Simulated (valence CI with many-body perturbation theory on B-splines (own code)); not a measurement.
E1 line list for Pm29+

Computed by relativistic CI+MBPT: four valence electrons over a frozen Dirac-Fock core [Ar] 3d10, a basis of 11 s, 11 p, 10 d, 8 f, 5 g, 2 h functions for each j, with the one-electron correlation potential Σ1, the two-electron term Σ2, the three-electron term Σ3, Breit, model QED; selected CI, second order for the rest, scaled by the run's own slope (own B-spline code, finite nucleus).

The last digits are not significant, and no measured levels were compared; by estimate large intervals hold to a few tenths of a per cent, small ones and those within an open d or f shell to about a per cent. Among the levels kept, up to 330 cm⁻¹ of a level comes from second order outside the variational space, and about a tenth of that is noise between levels of different J, which matters for small intervals.

Lines 151 to 200 of 560 in falling wavelength, among levels below 27.460 Ry, chosen from the strongest by gf and those to the six lowest levels. Wavelengths and rates use the calculated energies. Electric multipoles are in the length gauge, E1 and E2 with the static RPA response of the core. Weak lines are less certain than strong ones. Lines between different terms over intervals too small for the method are left out, as are lines whose strength nearly cancels. Where a level lies close to another of its J and parity, the split of strength between their lines is uncertain. The highest levels of a list are the least certain.

Levels are named by their leading jj configuration (3d3/2^4 stands for four electrons in 3d with j = 3/2), which in mixed levels can hold well under half, so a name can repeat and another be missing. Letters in brackets count levels of one name in rising energy.

| λ vac (nm) | Upper | Lower | A (s⁻¹) | S (a.u.) with core polarisation | S without |
| --- | --- | --- | --- | --- | --- |
| 11.26 | (4s 4p1/2 4p3/2 4d5/2) J=2 [e] | (4s^2 4p1/2 4d5/2) J=2 | 7.57e+10 | 2.66e-01 | 2.86e-01 |
| 11.25 | (4p1/2 4p3/2^2 4d5/2) J=3 [a] | (4s 4p1/2 4p3/2 4d5/2) J=4 [a] | 1.71e+10 | 8.40e-02 | 9.02e-02 |
| 11.22 | (4p1/2^2 4p3/2 4d5/2) J=3 | (4s 4p1/2^2 4d5/2) J=3 | 2.38e+10 | 1.16e-01 | 1.24e-01 |
| 11.18 | (4p1/2^2 4p3/2 4d3/2) J=3 | (4p1/2^2 4p3/2^2) J=2 | 1.48e+10 | 7.12e-02 | 7.65e-02 |
| 11.16 | (4s 4p1/2 4p3/2 4f7/2) J=5 [a] | (4s 4p1/2 4p3/2 4d5/2) J=4 [c] | 2.35e+10 | 1.78e-01 | 1.91e-01 |
| 11.15 | (4s 4p1/2 4p3/2 4f7/2) J=3 | (4s 4p1/2 4p3/2 4d5/2) J=2 [c] | 1.79e+10 | 8.56e-02 | 9.16e-02 |
| 11.15 | (4s 4p1/2 4p3/2 4d3/2) J=1 [e] | (4s^2 4p1/2 4d3/2) J=1 | 7.12e+10 | 1.46e-01 | 1.56e-01 |
| 11.14 | (4s 4p1/2 4p3/2 4f5/2) J=4 [a] | (4s 4p1/2 4p3/2 4d5/2) J=3 [c] | 2.12e+10 | 1.30e-01 | 1.40e-01 |
| 11.13 | (4s^2 4p1/2 4d3/2) J=2 [b] | (4s^2 4p1/2 4p3/2) J=2 | 1.09e+11 | 3.71e-01 | 3.98e-01 |
| 11.12 | (4p1/2^2 4p3/2 4d3/2) J=1 | (4s 4p1/2^2 4d3/2) J=1 | 5.34e+10 | 1.09e-01 | 1.17e-01 |
| 11.11 | (4s 4p1/2 4p3/2 4d3/2) J=1 [c] | (4s^2 4p1/2 4d3/2) J=2 [a] | 1.24e+11 | 2.51e-01 | 2.70e-01 |
| 11.10 | (4s 4p3/2^2 4d5/2) J=3 [c] | (4s^2 4p3/2 4d5/2) J=4 | 1.42e+11 | 6.69e-01 | 7.18e-01 |
| 11.08 | (4s 4p1/2 4p3/2 4d3/2) J=2 [c] | (4s^2 4p1/2 4d3/2) J=2 [b] | 2.61e+10 | 8.77e-02 | 9.41e-02 |
| 11.06 | (4s^2 4d3/2 4d5/2) J=2 | (4s^2 4p3/2 4d5/2) J=3 | 2.11e+10 | 7.06e-02 | 7.56e-02 |
| 11.05 | (4s 4p1/2 4p3/2 4d5/2) J=2 [e] | (4s^2 4p1/2 4d5/2) J=3 | 2.88e+10 | 9.57e-02 | 1.03e-01 |
| 11.03 | (4s 4p3/2^2 4d5/2) J=1 [b] | (4s^2 4p3/2 4d5/2) J=2 | 6.68e+10 | 1.33e-01 | 1.43e-01 |
| 11.00 | (4p1/2 4p3/2^3) J=1 | (4s 4p1/2 4p3/2^2) J=2 | 6.31e+10 | 1.24e-01 | 1.33e-01 |
| 10.99 | (4s^2 4d3/2 4d5/2) J=3 | (4s^2 4p3/2 4d5/2) J=2 | 1.42e+10 | 6.50e-02 | 7.00e-02 |
| 10.98 | (4s 4p1/2 4d3/2 4d5/2) J=3 [d] | (4s 4p1/2 4p3/2 4d5/2) J=4 [c] | 2.33e+10 | 1.07e-01 | 1.14e-01 |
| 10.97 | (4s 4p1/2 4p3/2^2) J=1 [b] | (4s^2 4p1/2 4p3/2) J=1 | 3.15e+10 | 6.17e-02 | 6.63e-02 |
| 10.97 | (4s^2 4p3/2 4d3/2) J=1 | (4s^2 4p3/2^2) J=0 | 7.05e+09 | 1.38e-02 | 1.48e-02 |
| 10.95 | (4p1/2^2 4p3/2 4d3/2) J=1 | (4p1/2^2 4p3/2^2) J=2 | 4.24e+10 | 8.25e-02 | 8.82e-02 |
| 10.95 | (4s 4p1/2^2 4d3/2) J=2 | (4s 4p1/2^2 4p3/2) J=2 | 5.78e+10 | 1.88e-01 | 2.01e-01 |
| 10.94 | (4p1/2 4p3/2^2 4d5/2) J=4 [b] | (4s 4p1/2 4p3/2 4d5/2) J=4 [a] | 1.80e+10 | 1.05e-01 | 1.12e-01 |
| 10.92 | (4s 4p1/2 4d3/2 4d5/2) J=3 [e] | (4s 4p1/2 4p3/2 4d3/2) J=2 [c] | 5.71e+10 | 2.57e-01 | 2.76e-01 |
| 10.90 | (4s 4p1/2 4p3/2 4f7/2) J=5 [b] | (4s 4p1/2 4p3/2 4d5/2) J=4 [c] | 1.83e+10 | 1.29e-01 | 1.38e-01 |
| 10.88 | (4s 4p1/2 4d3/2 4d5/2) J=4 [b] | (4s 4p1/2 4p3/2 4d3/2) J=3 [b] | 5.82e+10 | 3.33e-01 | 3.57e-01 |
| 10.87 | (4s 4p1/2 4d3/2 4d5/2) J=3 [b] | (4s 4p1/2 4p3/2 4d5/2) J=3 [a] | 1.73e+10 | 7.68e-02 | 8.26e-02 |
| 10.85 | (4p1/2^2 4p3/2 4d5/2) J=2 | (4s 4p1/2^2 4d3/2) J=2 | 6.95e+10 | 2.19e-01 | 2.34e-01 |
| 10.83 | (4s^2 4p1/2 4d3/2) J=2 [b] | (4s^2 4p1/2 4p3/2) J=1 | 1.36e+10 | 4.26e-02 | 4.55e-02 |
| 10.81 | (4p1/2 4p3/2^2 4d5/2) J=4 [a] | (4s 4p1/2 4p3/2 4d3/2) J=3 [a] | 1.21e+10 | 6.81e-02 | 7.29e-02 |
| 10.81 | (4s^2 4p3/2 4d3/2) J=2 | (4s^2 4p3/2^2) J=2 | 2.15e+09 | 6.70e-03 | 7.23e-03 |
| 10.75 | (4s 4p3/2^2 4d5/2) J=2 [b] | (4s^2 4p3/2 4d3/2) J=2 | 2.41e+10 | 7.40e-02 | 7.93e-02 |
| 10.69 | (4s 4p1/2 4d3/2^2) J=3 | (4s 4p1/2 4p3/2 4d3/2) J=2 [a] | 2.41e+10 | 1.02e-01 | 1.09e-01 |
| 10.66 | (4s 4p1/2 4d5/2^2) J=3 | (4s 4p1/2 4p3/2 4d5/2) J=4 [c] | 3.14e+10 | 1.31e-01 | 1.40e-01 |
| 10.64 | (4s 4p1/2 4d3/2 4d5/2) J=5 | (4s 4p1/2 4p3/2 4d5/2) J=5 | 7.60e+10 | 4.97e-01 | 5.31e-01 |
| 10.63 | (4s 4p1/2 4p3/2 4d5/2) J=3 [e] | (4s^2 4p1/2 4d3/2) J=2 [b] | 3.48e+10 | 1.44e-01 | 1.54e-01 |
| 10.61 | (4s 4p1/2 4d3/2 4d5/2) J=2 [c] | (4s 4p1/2 4p3/2 4d3/2) J=2 [c] | 3.60e+10 | 1.06e-01 | 1.13e-01 |
| 10.61 | (4p1/2 4p3/2^2 4d5/2) J=2 [d] | (4s 4p1/2 4p3/2 4d3/2) J=3 [b] | 3.20e+10 | 9.45e-02 | 1.01e-01 |
| 10.60 | (4s 4p1/2 4p3/2 4d5/2) J=2 [c] | (4s^2 4p1/2 4d3/2) J=2 [b] | 7.81e+10 | 2.30e-01 | 2.46e-01 |
| 10.59 | (4s^2 4p3/2 4d3/2) J=3 | (4s^2 4p3/2^2) J=2 | 1.54e+10 | 6.33e-02 | 6.76e-02 |
| 10.54 | (4s 4p1/2 4d3/2 4d5/2) J=4 [a] | (4s 4p1/2 4p3/2 4d5/2) J=4 [a] | 3.73e+10 | 1.94e-01 | 2.07e-01 |
| 10.53 | (4s 4p1/2 4p3/2 4d5/2) J=2 [b] | (4s 4p1/2 4p3/2^2) J=3 | 6.78e+10 | 1.95e-01 | 2.09e-01 |
| 10.52 | (4s 4p1/2 4p3/2 4d3/2) J=1 [d] | (4s^2 4p1/2 4d3/2) J=2 [a] | 5.14e+10 | 8.86e-02 | 9.49e-02 |
| 10.50 | (4s 4p1/2 4p3/2 4f7/2) J=5 [c] | (4s 4p1/2 4p3/2 4d5/2) J=4 [c] | 1.34e+10 | 8.42e-02 | 8.91e-02 |
| 10.50 | (4p1/2 4p3/2^2 4d5/2) J=2 [e] | (4s 4p1/2 4p3/2 4d3/2) J=3 [b] | 2.51e+10 | 7.17e-02 | 7.67e-02 |
| 10.50 | (4s 4p1/2 4p3/2 4d5/2) J=2 [a] | (4s 4p1/2 4p3/2^2) J=2 | 3.96e+10 | 1.13e-01 | 1.21e-01 |
| 10.49 | (4s 4p1/2 4d3/2 4d5/2) J=3 [c] | (4s 4p1/2 4p3/2 4d3/2) J=2 [b] | 2.63e+10 | 1.05e-01 | 1.12e-01 |
| 10.49 | (4s 4p1/2 4p3/2 4d5/2) J=2 [d] | (4s^2 4p1/2 4d3/2) J=2 [b] | 6.61e+10 | 1.88e-01 | 2.01e-01 |
| 10.48 | (4s 4p1/2 4p3/2 4d5/2) J=3 [b] | (4s 4p1/2 4p3/2^2) J=3 | 6.66e+10 | 2.65e-01 | 2.83e-01 |
